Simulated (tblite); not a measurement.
Compound: C4H8F2O2Si.
Atom-mapped SMILES: `[CH2:1]=[C:2]([CH2:3][O:4][CH:5]([F:6])[F:7])[O:8][SiH3:9]` (hydrogens: H10, H11 on C1; H12, H13 on C3; H14 on C5; H15, H16, H17 on Si9)

Computed with GFN2-xTB (tblite), gas phase: L-BFGS steps from a force-field or distance-geometry start until the largest atomic force falls under 0.01 eV/Å.

Step 55: E = -870.9246 eV
```
atom  x, y, z in Å  |  force x, y, z in eV/Å
C1     -0.2082    1.7641   -0.5762   -0.028   0.006   0.032
C2      0.2027    0.5638   -0.1884   -0.046   0.017   0.028
C3     -0.3713   -0.7190   -0.7463    0.034   0.026  -0.048
O4     -1.1122   -1.4419    0.2408    0.020  -0.019  -0.014
C5     -2.2489   -0.8629    0.6690    0.035   0.004   0.005
F6     -3.3374   -1.5185    0.1845    0.009  -0.002  -0.005
F7     -2.3465   -0.9531    2.0076    0.019  -0.050  -0.006
O8      1.1001    0.3928    0.7973   -0.023  -0.002  -0.027
Si9     2.6885    0.0488    0.8721   -0.003  -0.024   0.052
H10    -0.9529    1.8845   -1.3420    0.020   0.001   0.037
H11     0.1960    2.6553   -0.1309    0.039   0.004  -0.048
H12    -0.9994   -0.5070   -1.6194    0.017  -0.053   0.024
H13     0.4397   -1.3967   -1.0237   -0.051  -0.022   0.016
H14    -2.3533    0.2004    0.3917   -0.016   0.066  -0.014
H15     3.0362   -1.1690    0.1353   -0.054   0.008  -0.026
H16     2.8274   -0.0980    2.3091   -0.003   0.024   0.011
H17     3.4327    1.1682    0.2962    0.031   0.016  -0.017
```

Step 56: E = -870.9258 eV
```
atom  x, y, z in Å  |  force x, y, z in eV/Å
C1     -0.2094    1.7695   -0.5887   -0.024   0.020   0.031
C2      0.2023    0.5715   -0.1957   -0.074   0.021   0.051
C3     -0.3704   -0.7131   -0.7486    0.019   0.010  -0.034
O4     -1.1001   -1.4409    0.2446    0.040  -0.012   0.029
C5     -2.2379   -0.8680    0.6798    0.028   0.004  -0.018
F6     -3.3241   -1.5105    0.1715   -0.004   0.007  -0.004
F7     -2.3498   -0.9857    2.0154    0.061  -0.055  -0.058
O8      1.0954    0.4068    0.7950   -0.018  -0.012  -0.034
Si9     2.6797    0.0450    0.8749    0.001  -0.028   0.062
H10    -0.9509    1.8891   -1.3571    0.011  -0.008   0.031
H11     0.1933    2.6610   -0.1440    0.049   0.027  -0.044
H12    -1.0089   -0.5040   -1.6145    0.025  -0.052   0.010
H13     0.4428   -1.3846   -1.0339   -0.061  -0.040   0.016
H14    -2.3357    0.2011    0.4220   -0.026   0.064   0.000
H15     3.0184   -1.1827    0.1506   -0.056   0.012  -0.034
H16     2.8145   -0.0971    2.3129   -0.004   0.032   0.011
H17     3.4339    1.1545    0.2926    0.033   0.011  -0.016
```

Step 57: E = -870.9273 eV
```
atom  x, y, z in Å  |  force x, y, z in eV/Å
C1     -0.2107    1.7754   -0.6006   -0.013   0.036   0.027
C2      0.2008    0.5795   -0.2027   -0.086   0.017   0.066
C3     -0.3687   -0.7073   -0.7511   -0.014  -0.018   0.004
O4     -1.0873   -1.4410    0.2476    0.052   0.007   0.076
C5     -2.2256   -0.8735    0.6906    0.011   0.008  -0.047
F6     -3.3100   -1.5012    0.1588   -0.017   0.020  -0.011
F7     -2.3530   -1.0210    2.0222    0.111  -0.051  -0.104
O8      1.0900    0.4216    0.7923   -0.007  -0.020  -0.025
Si9     2.6699    0.0415    0.8781    0.006  -0.021   0.050
H10    -0.9489    1.8955   -1.3711   -0.010  -0.017   0.013
H11     0.1941    2.6666   -0.1588    0.054   0.055  -0.031
H12    -1.0171   -0.5030   -1.6095    0.022  -0.041  -0.018
H13     0.4461   -1.3732   -1.0429   -0.054  -0.056   0.010
H14    -2.3165    0.2021    0.4537   -0.031   0.037   0.019
H15     2.9943   -1.1963    0.1649   -0.050   0.015  -0.039
H16     2.8005   -0.0947    2.3167   -0.002   0.038   0.019
H17     3.4352    1.1410    0.2886    0.028  -0.009  -0.008
```

**Question.** Estimate the geometry and energy of step 58. (The exact step hangs on the optimiser's Hessian estimate; all steps are aligned on step 57, rigid shifts and turns removed.)

**Answer.** E = -870.9296 eV, largest force 0.218 eV/Å
```
atom  x, y, z in Å  |  force x, y, z in eV/Å
C1     -0.2125    1.7827   -0.6127    0.007   0.050   0.015
C2      0.1973    0.5885   -0.2096   -0.077   0.006   0.064
C3     -0.3667   -0.7013   -0.7540   -0.059  -0.053   0.060
O4     -1.0725   -1.4419    0.2511    0.051   0.039   0.113
C5     -2.2111   -0.8796    0.7020   -0.016   0.011  -0.071
F6     -3.2943   -1.4898    0.1451   -0.022   0.040  -0.023
F7     -2.3551   -1.0620    2.0276    0.162  -0.036  -0.141
O8      1.0840    0.4379    0.7881    0.013  -0.028   0.001
Si9     2.6589    0.0382    0.8823    0.005  -0.002   0.015
H10    -0.9474    1.9038   -1.3846   -0.038  -0.024  -0.012
H11     0.1986    2.6730   -0.1767    0.050   0.079  -0.013
H12    -1.0253   -0.5041   -1.6046    0.011  -0.023  -0.052
H13     0.4488   -1.3623   -1.0519   -0.031  -0.063   0.001
H14    -2.2948    0.2035    0.4892   -0.031  -0.017   0.042
H15     2.9630   -1.2106    0.1794   -0.036   0.021  -0.040
H16     2.7845   -0.0902    2.3215    0.001   0.042   0.032
H17     3.4377    1.1264    0.2847    0.013  -0.043   0.008
```

The energy changes by -0.0023 eV. The first-order estimate −F·Δx gives -0.0030 eV and the mean of the old and new forces, exact on a quadratic surface, -0.0022 eV. The step makes an angle of 83° with the force vector and moves no atom by more than 0.042 Å.

What follows is the cost of the whole relaxation. Hardware: an Arm Neoverse N1 with one thread, no GPU, shared host with 64 logical CPUs at a one-minute load of 60. Cost: 2.5 s.
